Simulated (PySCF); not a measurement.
These are PBE0-D3(BJ)/def2-TZVP (PySCF 2.14.0) values and carry that method's errors. All species are isolated molecules in the gas phase. 

Reference species (SMILES): `B=C=[SiH2]` (neutral, multiplicity 1).

```
Quantity         Result
-------------  --------
HOMO           -6.62 eV
HOMO–LUMO gap   3.99 eV
```

Changed species: `B1C=[SiH]1`.

Task: Predict the effect on the HOMO and HOMO–LUMO gap.

Result: the HOMO decreases by 0.49 eV, to -7.11 eV; the HOMO–LUMO gap increases by 1.57 eV, to 5.56 eV.
